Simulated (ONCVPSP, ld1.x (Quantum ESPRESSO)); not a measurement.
## Potentials for palladium (Pd) compared

Generated with ld1.x 7.5 (TM, RRKJ, ultrasoft, PAW), atompaw 4.2 or ONCVPSP 4.0.1. The cutoff is in Ry: for ld1.x and atompaw files where the sum of valence levels is converged to 10 mRy in a Bessel basis, for ONCV files where the hardest occupied wave has 1 mHa per electron of residual kinetic energy. The error is the largest all-electron minus pseudo excitation energy over each file’s own four to seven test configurations (ionisations up to +4, promotions, holes and added fractions of an electron), all of which were solved. The labels leave out finer settings (local radius, basis sizes, second energies), which also bear on the numbers. Spin-polarised tests are not counted. The rows are a selection from randomly drawn settings: files with unsolved tests, undetermined cutoffs or missed reference levels are left out.

A true bound ghost makes a file unfit for plane-wave use even where its test errors are small: the radial tests pick states by their node count and pass the ghost by.

```csv
potential,cutoff (Ry),largest error (meV),bound ghosts
"TM, LDA (PZ), scalar-relativistic, rc 2.65/2.50/1.70 (spd), local p, core correction no, reference 4d9 5s0 5p0",60,-1914,none
"TM, PBEsol, scalar-relativistic, rc 1.15/1.40/1.50 (spd), local p, core correction yes, reference 4s2 4p6 4d9 5s0 5p0",110,-63,none
"TM semilocal, LDA (PZ), scalar-relativistic, rc 2.50/4.05/1.85 (spd), local d, core correction no, reference 4d10 5s0 5p0",55,-702,none
"TM, PBEsol, scalar-relativistic, rc 2.50/1.45/1.10 (spd), local smoothed, core correction no, reference 4p6 4d9.5 5s0 5p0",90,-56,s
```

(1) Fill in the row for Pd: TM, LDA (PZ), scalar-relativistic, rc 1.00/1.05/1.05/1.10 (spdf), local d, core correction no, reference 4s2 4p6 4d8 5s0 5p0.

(2) Fill in the row for Pd: TM, PBEsol, scalar-relativistic, rc 1.65/1.20/1.90 (spd), local d, core correction yes, reference 4s2 4p6 4d8 5s0 5p0.

(3) Fill in the row for Pd: ONCV, LDA (Perdew-Zunger), fully relativistic, rc 1.55/1.50/1.20/1.70 (spdf), local smoothed, core correction yes, reference 4s2 4p6 4d8.5, qcut 8.4/7.3/8.5/7.4, projectors 1/2/2/2.

## Answers

(1) cutoff 160 Ry, largest error +43 meV, bound ghosts: none.

(2) cutoff 110 Ry, largest error +1444 meV, bound ghosts: none.

(3) cutoff 63 Ry, largest error -0.7 meV, bound ghosts: none.
